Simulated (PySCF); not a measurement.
These 2 structures share the formula C8H6Se. Level of theory: PySCF 2.14.0, PBE0-D3(BJ)/def2-SVP geometry optimisation, gas phase. One conformer each; no zero-point energy, no entropy. No frequencies were run at this level. Point groups hold within 0.08 Å.

Question: Order them by energy at this level, lowest first, and give relative energies in kcal/mol.
A. benzo[b]selenophene, `c1ccc2[se]ccc2c1`
B. `[CH:1]#[C:2][CH:3]=[C:4]=[C:5]([C:6]#[CH:7])[Se:8][CH3:9]` with C4–C5–Se8–C9 4°

Answer: A (0.0), B (145.5).

As drawn, the lower has an aromatic ring, which the higher lacks; the higher has a C≡C bond, cumulated double bonds and a C=C bond outside aromatic rings, which the lower lacks.

```tsv
SMILES	E (Eh)	E rel (kcal/mol)	dipole (D)	point group	A, B, C (MHz)
c1ccc2[se]ccc2c1	-2708.87098	0.0	0.43	Cs	2709, 943.6, 699.9
C#CC=C=C(C#C)[Se]C	-2708.63907	145.5	1.14	C1	1492, 730.4, 521.8
```
